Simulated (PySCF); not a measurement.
Al(Br)(Me)(OH) (CH4AlBrO), SMILES [CH3][Al]([Br])[OH]. Atoms are numbered in the order given.

```xyz
8

Al    -0.1062    -0.9480     0.0000
Br     0.0900     1.3176     0.0000
C      1.4550    -2.1031     0.0000
H      2.0858    -1.9161    -0.8859
H      1.1645    -3.1659     0.0000
H      2.0858    -1.9161     0.8859
O     -1.6680    -1.6306     0.0000
H     -2.4933    -1.1312     0.0000
```
Charge 0, spin multiplicity 1.

The structure is a stationary point at TPSSh-D3(BJ)/def2-SVP. The structure was generated by enumeration; whether it is a known compound was not checked. One conformer was computed; it need not be the lowest.

Two levels are set side by side: PBE/pcSseg-1 (PySCF) and B3LYP/pcSseg-1 (PySCF). GIAO shifts against H2O (¹⁷O), TMS (¹H), TMS (¹³C) at the same level; non-relativistic, no solvent, atoms listed together averaged. Without spin–orbit terms, shifts of atoms bonded to Cl or Br come out too high at both levels. Differences are taken from unrounded values.

```json
[
 {"quantity": "δ(¹³C) of C3 (ppm)", "B3LYP": "-10.5", "PBE": "-10.3", "PBE minus B3LYP": "0.2"},
 {"quantity": "δ(¹H) of H4, H5, H6 (ppm)", "B3LYP": "0.18", "PBE": "0.18", "PBE minus B3LYP": "0.01"},
 {"quantity": "δ(¹⁷O) of O7 (ppm)", "B3LYP": "76.9", "PBE": "89.4", "PBE minus B3LYP": "12.4"},
 {"quantity": "δ(¹H) of H8 (ppm)", "B3LYP": "3.07", "PBE": "3.25", "PBE minus B3LYP": "0.17"}
]
```

Rough cost on one machine, each run with all the roots and properties that it gave: B3LYP against PBE within a factor of 2.
